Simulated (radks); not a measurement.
Species: the nickel ion Ni17+. Configuration: [Ne] 3s1.

All-electron calculation, Dirac Kohn-Sham, LDA (Slater exchange, Perdew-Wang correlation), spin-unpolarised, spherical densities, finite nucleus; Fermi nuclear charge, rms radius 3.7757 fm. Program: a radial shooting solver on a logarithmic mesh with Libxc functionals.

Energy parts (hartree):
part                       energy
total                 -1369.89978
kinetic                1393.92207
electron-nucleus      -3001.06900
Hartree                 280.04893
exchange-correlation    -42.80178

Orbitals (lengths in bohr, moments of r in powers of bohr; <r^-3> diverges for s and p1/2):
orbital  occ.  eigenvalue (hartree)  <r^-3>  small-component weight
1s1/2       2             -324.1258       -                1.02e-02
2s1/2       2             -57.81306       -                1.96e-03
2p1/2       2             -53.48850       -                1.94e-03
2p3/2       4             -52.82458   626.1                1.91e-03
3s1/2       1             -21.67100       -                6.71e-04

The highest occupied level is 3s1/2 at -589.70 eV. The density falls to 0.001 e/bohr^3 at r = 1.33 bohr. For comparison, the ionisation energy in NIST's Atomic Spectra Database is 607.02 eV (semi-empirical). In exact Kohn-Sham theory the highest level is minus the ionisation energy, but local and semilocal functionals leave it too shallow, through self-interaction and a potential that decays too fast; potentials with the right tail come closer.

Beside tabulated values, note that spin-unpolarised runs miss the spin-polarisation part of the exchange energy of open shells.
